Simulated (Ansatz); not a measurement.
## Which is lower?

The two ends of one reaction step of SiNH$_{5}$ClF, singlet (PBE0-D4/def2-TZVP).

A:

```xyz
9
angstrom
Si -0.7735 -0.6621 -0.4822
N 0.8041 -0.0556 -0.0731
H -0.7689 -1.6582 -1.5795
H -1.3485 -1.2327 0.7531
Cl -1.8828 0.9217 -1.1335
H 0.6455 1.1981 1.1075
F 0.5908 1.8363 1.8086
H 1.3345 0.3558 -0.8313
H 1.3989 -0.7032 0.4304
```

B:

```xyz
9
angstrom
Si -0.9850 0.0837 -0.1802
N 1.2811 -0.1752 0.2238
H -0.5525 -0.4269 -1.4944
H -1.0396 -0.8192 0.9846
Cl -3.0360 0.3353 -0.5433
H 1.5034 0.1430 1.1605
F -0.5803 1.6037 0.1398
H 1.8149 0.3911 -0.4261
H 1.5939 -1.1355 0.1351
```

Computed with Ansatz 0.2.0 (basis: def2-TZVPP); correlated methods freeze the cores. B3LYP uses VWN-RPA correlation.

(1) Which structure is lower at CCSD(T), and by how much? (Judge from chemistry; the value comes from the calculation.)

The T1 diagnostic stays at or below 0.010.

Answers

(1) By the calculation: B, by 17.74 kcal/mol (electronic energy, against the other). By their contacts, A is a complex of SiNH₄Cl ([NH2][SiH2][Cl]) + HF and B is a complex of SiH₂ClF ([F][SiH2][Cl]) + NH₃.

All methods give the same order:

```tsv
method	E(B) − E(A) (kcal/mol)
SPW92	-17.44
PBE-D4	-16.57
BLYP-D4	-16.47
r2SCAN-D4	-18.94
B97M-V	-20.18
PBE0-D4	-17.08
B3LYP-D4	-17.06
r2SCAN0-D4	-18.81
BHLYP-D4	-18.25
CAM-B3LYP-D4	-17.75
wB97X-V	-18.42
wB97M-V	-18.99
B2PLYP	-17.64
PBE-QIDH	-17.79
RPA on PBE	-17.84
HF	-18.78
MP2	-17.29
CCSD	-17.92
CCSD(T)	-17.74
```

Labels in which every atom is bracketed show which atoms are joined, not bond orders.

For scale, one of the runs: CCSD(T)/def2-TZVPP, 216 basis functions, launched by `ansatz run in.yaml --threads 4 --pin off --events-out ev --progress --plain --max-ram 9574MiB`. Time: 70 s of wall clock on 4 CPU threads of an Arm Neoverse V1; the host was shared. Peak host memory: 3.1 GiB.
